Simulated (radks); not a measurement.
The numbers below are computed, except where a source is named.
The mean radii <r> (bohr) of the occupied orbitals of an atom or ion are listed with their occupations. Level of theory: Dirac Kohn-Sham, PBE, spin-unpolarised, spherical densities, finite nucleus; Fermi nuclear charge, rms radius of each element as measured or else 0.836 A^(1/3) + 0.57 fm (a radial shooting solver on a logarithmic mesh with Libxc functionals).

orbital  occ.      <r>
1s1/2       2  0.03428
2s1/2       2   0.1493
2p1/2       2   0.1271
2p3/2       4   0.1318
3s1/2       2   0.4151
3p1/2       2   0.4089
3p3/2       4   0.4195
3d3/2       4   0.3967
3d5/2       6   0.4002
4s1/2       2    1.044
4p1/2       2    1.124
4p3/2       4    1.150
4d3/2       3    1.435

Name the element and its charge. Open shells, if any, fill j = l - 1/2 first.

Answer. Z = 43, technetium, charge +4: Tc4+ in [Kr] 4d3. The 1s radius gives Z: for a bare nucleus <r> = (2 gamma + 1)/(2Z) with gamma = sqrt(1 - (Z/c)^2), 0.03371 bohr for Z = 43, and screening makes it slightly larger (0.03428 here). The occupations add up to 39, and the charge is Z minus that.
